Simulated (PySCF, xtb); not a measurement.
TlI, SMILES [I][Tl].

GFN2-xTB (xtb) at its own geometry gives an orbital gap of 6.46 eV and a dipole moment of 8.76 D.

Coordinates come from a B3LYP-D3(BJ)/def2-TZVP optimisation. The def2 effective core potentials stand for the cores of I, Tl; spin–orbit coupling is left out.

**Question.** What does M06-2X/def2-TZVPD run with PySCF give? (Estimate from the structure and the level; the computed values follow.)

**Answer.** gap 6.42 eV (levels -7.78 and -1.35 eV), dipole 5.30 D.
